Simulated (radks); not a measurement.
Task: Hf I, 72 electrons, occupied as [Xe] 4f14 5d2.25 6s1.75 (fractional occupations, a model configuration). Method: scalar-relativistic Kohn-Sham, SCAN, spin-polarised, spherical densities, finite nucleus; open shells are filled with parallel spins first (spin-orbit coupling, left out, can overturn this in heavy ions); meta-GGA in the generalised Kohn-Sham scheme; Fermi nuclear charge, rms radius 5.347 fm; computed with a radial shooting solver on a logarithmic mesh with Libxc functionals. Some entries of the table are withheld. Estimate them.

| orbital | occ. | eigenvalue (hartree) | <1/r> (bohr^-1) |
|---|---|---|---|
| 1s up | 1 | -2401.627 | 83.79 |
| 1s down | 1 | -2401.627 | 83.79 |
| 2s up | 1 | -411.6416 | 19.59 |
| 2s down | 1 | -411.6399 | 19.59 |
| 2p up | 3 | -361.3263 | 17.85 |
| 2p down | 3 | -361.3247 | 17.85 |
| 3s down | 1 | -94.18627 | 7.253 |
| 3s up | 1 | -94.18608 | 7.253 |
| 3p down | 3 | -79.05561 | 6.717 |
| 3p up | 3 | -79.05556 | 6.717 |
| 3d up | 5 | -61.12488 | 6.346 |
| 3d down | 5 | -61.12401 | 6.346 |
| 4s up | 1 | -19.14648 | 3.063 |
| 4s down | 1 | -19.14471 | 3.063 |
| 4p up | 3 | -14.15958 | 2.792 |
| 4p down | 3 | -14.15775 | 2.792 |
| 4d up | 5 | -7.69520 | 2.475 |
| 4d down | 5 | -7.69231 | 2.475 |
| 5s up | 1 | -2.47851 | 1.170 |
| 5s down | 1 | -2.45882 | 1.174 |
| 5p up | 3 | -1.31401 | (1) |
| 5p down | 3 | -1.28153 | (2) |
| 4f up | 7 | -0.60923 | 1.913 |
| 4f down | 7 | -0.60085 | 1.921 |
| 6s up | 1 | (3) | 0.3843 |
| 6s down | 0.75 | (4) | 0.3450 |
| 5d up | 2.25 | -0.11109 | 0.5372 |

Result: 
(1) 5p up <1/r> (bohr^-1): 0.9658
(2) 5p down <1/r> (bohr^-1): 0.9776
(3) 6s up eigenvalue (hartree): -0.21914
(4) 6s down eigenvalue (hartree): -0.15998
